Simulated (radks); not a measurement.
All-electron atom: Re XV in [Kr] 4d10 4f13 5s2. Method: Dirac Kohn-Sham, relativistic LDA (MacDonald-Vosko exchange, VWN5 correlation), spin-unpolarised, spherical densities, finite nucleus; open shells fill j = l - 1/2 first; Fermi nuclear charge, rms radius 5.3698 fm; computed with a radial shooting solver on a logarithmic mesh with Libxc functionals.

Spin-orbit splittings of the eigenvalues, e(l+1/2) - e(l-1/2), with zeta = 2 splitting/(2l+1) and mean radii in bohr:

shell	occ.	splitting (eV)	zeta (eV)	<r> j=l-1/2	<r> j=l+1/2
2p	6	1422	947.7	0.06268	0.07071
3p	6	309.3	206.2	0.1874	0.2023
3d	10	67.58	27.03	0.1766	0.1812
4p	6	73.21	48.80	0.4438	0.4763
4d	10	13.78	5.512	0.4876	0.4982
4f	13	2.799	0.7997	0.5320	0.5378
